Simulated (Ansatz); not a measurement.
Reaction (formal hydrolysis of a C–Si bond): `O[SiH2]C#C[SiH3]` + H₂O → `OC#C[SiH3]` + `O[SiH3]`

Calculated with Ansatz (gas phase, PBE0-D4/def2-TZVP geometries, no zero-point term in ΔE). CCSD(T)/CBS adds triple-zeta CCSD(T) − MP2 to the extrapolated MP2 energy (def2 sets, frozen cores). This one scheme is used for every species. Functionals use def2-TZVPP. One conformer a species, not always the lowest.

`O[SiH2]C#C[SiH3]`:

```xyz
11

O     2.478   -1.609   -0.864
Si    1.099   -1.066   -1.570
C     0.033   -0.194   -0.364
C    -0.666    0.398    0.434
Si   -1.723    1.279    1.634
H     3.016   -0.977   -0.385
H     1.376   -0.110   -2.671
H     0.399   -2.263   -2.078
H    -2.120    2.590    1.066
H    -2.932    0.465    1.911
H    -0.960    1.487    2.888
```

H₂O:

Cartesian coordinates in Å:
```
O -0.159 -0.159 -0.318
H -0.421 -0.294 0.595
H 0.580 0.453 -0.277
```

`OC#C[SiH3]`:

```xyz
8

O    -0.607    1.720    2.094
C    -0.319    0.915    1.121
C     0.008    0.145    0.249
Si    0.487   -1.004   -1.063
H    -1.422    2.201    1.907
H     0.478   -2.401   -0.559
H    -0.474   -0.893   -2.190
H     1.850   -0.683   -1.559
```

`O[SiH3]`:

Z-matrix (Å, degrees):
```
Si
O 1 1.648
H 1 1.489 2 111.7
H 1 1.489 2 111.7 3 120.9
H 1 1.481 2 105.9 3 -119.6
H 2 0.957 1 117.9 3 -60.5
```

CCSD(T)/CBS gives +140.8 kJ/mol.

Problem. Another level gave +114.4 kJ/mol. Which?
A. PBE0/def2-TZVPP
B. MP2/def2-TZVPP
C. r2SCAN-D4/def2-TZVPP
D. RPA@PBE/def2-TZVPP

Solution. A. PBE0 114.4, r2SCAN-D4 120.9, RPA@PBE/def2-TZVPP 128.7, MP2/def2-TZVPP 140.9 kJ/mol.

Largest T1 diagnostic among the species: 0.013.

From PBE to PBE0 (25 % exact exchange), in def2-TZVPP and without D4, ΔE moves by +3.9 kJ/mol. In def2-TZVPP, CCSD(T) changes the Hartree–Fock value by +13.3 kJ/mol (the triples alone add +1.2 kJ/mol) and MP2 by +19.9 kJ/mol. Leaving LDA and LC-ωPBE aside and taking each functional with its dispersion term where it has one, the values, not all of them listed here, spread over 12.3 kJ/mol, from PBE-D4 to B2PLYP. LDA lies −10.0 kJ/mol from PBE without D4.
